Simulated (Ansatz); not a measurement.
`C[O][AlH][F]` + `C=CCl` → `C=[C](Cl)[AlH][F]` + CH₃OH at 700 K and 1 bar (formal exchange of groups at the Al–O bond).

Calculated with Ansatz (gas phase, PBE0-D4/def2-TZVP geometries, no zero-point term in ΔE). CCSD(T)/CBS is the MP2 limit (def2-TZVPP, def2-QZVPP) plus CCSD(T) − MP2 in def2-TZVPP, frozen cores. This one scheme is used for every species. Each species was taken in one conformer, which may not be the lowest.

| species | CCSD(T)/CBS energy (Eh) | H − E (kJ/mol) | S (J/(mol·K)) |
| --- | --- | --- | --- |
| `C[O][AlH][F]` | -457.55503 | 196.5 | 412.6 |
| `C=CCl` | -537.65823 | 153.0 | 322.7 |
| `C=[C](Cl)[AlH][F]` | -879.54815 | 179.6 | 446.5 |
| CH₃OH | -115.61712 | 170.8 | 288.5 |

H − E and S are ideal-gas, rigid-rotor, harmonic terms from PBE0-D4/def2-TZVP, for one conformer and one mirror image of each species. 1 Eh = 2625.50 kJ/mol, R = 8.31446 J/(mol·K).

Task: By hand: ΔE, ΔH, ΔS and ΔG.

Result: ΔE = (-879.54815) + (-115.61712) − (-457.55503) − (-537.65823) = 0.04799 Eh = 126.0 kJ/mol. Δ(H − E) = 179.6 + 170.8 − 196.5 − 153.0 = 0.9, so ΔH = 126.9 kJ/mol. ΔS = 446.5 + 288.5 − 412.6 − 322.7 = -0.3 J/(mol·K). ΔG = 126.9 − 700 × (-0.3)/1000 = 127.1 kJ/mol.

Task: By hand: the equilibrium constant, and the temperature at which ΔG would vanish if ΔH and ΔS stayed fixed.

Result: log₁₀ K = −ΔG/(RT ln 10) = -9.5. ΔH and −TΔS have one sign here, so there is no such temperature. One of them is within its doubt of zero, so this could turn.

The number of gas molecules stays the same, so ΔS is small and ΔH decides. A doubt of 5 kJ/mol in ΔE shifts log₁₀ K by 0.4 here. Other conformers and mirror images would add mixing entropy, several J/(mol·K) or more a flexible species. These are equilibria of isolated gas molecules and say nothing of rates. Largest T1 diagnostic: 0.013 (customary marks: 0.02 for closed shells, 0.045 for open ones).
